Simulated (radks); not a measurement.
Removal energies from the ytterbium ion Yb4+, [Xe] 4f12, by Delta-SCF beside the eigenvalue of the level emptied. All-electron calculation, scalar-relativistic Kohn-Sham, PBE, spin-polarised, spherical densities, finite nucleus; Fermi nuclear charge, rms radius of each element as measured or else 0.836 A^(1/3) + 0.57 fm. Program: a radial shooting solver on a logarithmic mesh with Libxc functionals. Open shells are filled with parallel spins first.

removed from     final configuration  Delta-SCF (eV)  -eigenvalue (eV)
4f                         [Xe] 4f11          67.556            56.237
5p            [Kr] 4d10 4f12 5s2 5p5          80.859            73.290
5s            [Kr] 4d10 4f12 5s1 5p6          111.47            103.07
4d             [Kr] 4d9 4f12 5s2 5p6          245.27            233.04
